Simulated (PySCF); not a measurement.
Geometries of 4 isomers of C3H8OSi, from PySCF, PBE0-D3(BJ)/def2-SVP geometry optimisation, gas phase. One conformer each, no zero-point energy, no frequencies.

Question: Which is lowest in electronic energy at this level?
A.
```xyz
13
angstrom
C     -0.617    0.767   -0.556
C     -1.195   -0.639   -0.366
O     -0.134   -1.555   -0.171
Si     1.246   -0.819    0.450
C      0.548    0.936    0.433
H     -0.241    0.863   -1.588
H     -1.397    1.534   -0.426
H     -1.782   -0.955   -1.243
H     -1.874   -0.660    0.509
H      2.414   -1.048   -0.452
H      1.588   -1.340    1.807
H      1.254    1.721    0.128
H      0.181    1.195    1.440
```
B.
```xyz
13
angstrom
C      2.121    0.570   -0.256
C      1.092   -0.197    0.104
C     -0.178   -0.331   -0.671
O     -1.281   -0.174    0.189
Si    -2.862   -0.193   -0.329
H      2.084    1.192   -1.156
H      3.042    0.604    0.332
H      1.145   -0.803    1.017
H     -0.207   -1.334   -1.145
H     -0.196    0.412   -1.492
H     -3.203   -1.508   -0.961
H     -3.102    0.885   -1.341
H     -3.706    0.031    0.874
```
C.
```xyz
13
angstrom
Si     2.134    0.912    0.389
O      0.846   -0.054    0.840
C      0.068   -0.715   -0.102
C     -1.354   -0.978    0.249
C     -1.016    0.033   -0.818
H      2.765    1.377    1.653
H      1.675    2.083   -0.419
H      3.118    0.129   -0.423
H      0.605   -1.492   -0.663
H     -1.684   -0.589    1.216
H     -1.800   -1.932   -0.043
H     -1.222   -0.207   -1.864
H     -1.138    1.088   -0.558
```
D.
```xyz
13
angstrom
C     -2.230    0.021   -0.047
Si    -0.636    0.283    0.894
C      0.824   -0.194   -0.297
C      2.236    0.220    0.026
O      0.558   -0.846   -1.283
H     -2.306    0.741   -0.875
H     -3.114    0.133    0.598
H     -2.227   -0.990   -0.481
H     -0.471    1.693    1.375
H     -0.534   -0.614    2.090
H      2.937   -0.233   -0.690
H      2.315    1.319   -0.020
H      2.497   -0.074    1.056
```

Answer: A. That is `C1CO[SiH2]C1`, 23.9 kcal/mol below the next.

```tsv
SMILES	atoms numbered as above	E (Eh)	relative (kcal/mol)	relative (kJ/mol)	dipole (D)
C1CO[SiH2]C1	[CH2:1]1[CH2:2][O:3][SiH2:4][CH2:5]1	-483.30591	0.0	0.0	1.86
C[SiH2]C(C)=O	[CH3:1][SiH2:2][C:3]([CH3:4])=[O:5]	-483.26775	23.9	100.2	1.80
[SiH3]OC1CC1	[SiH3:1][O:2][CH:3]1[CH2:4][CH2:5]1	-483.25931	29.2	122.3	1.00
C=CCO[SiH3]	[CH2:1]=[CH:2][CH2:3][O:4][SiH3:5]	-483.25717	30.6	128.0	1.00
```

As drawn, the lowest has an Si–C bond, which the highest lacks; the highest has a C=C bond outside aromatic rings, which the lowest lacks.
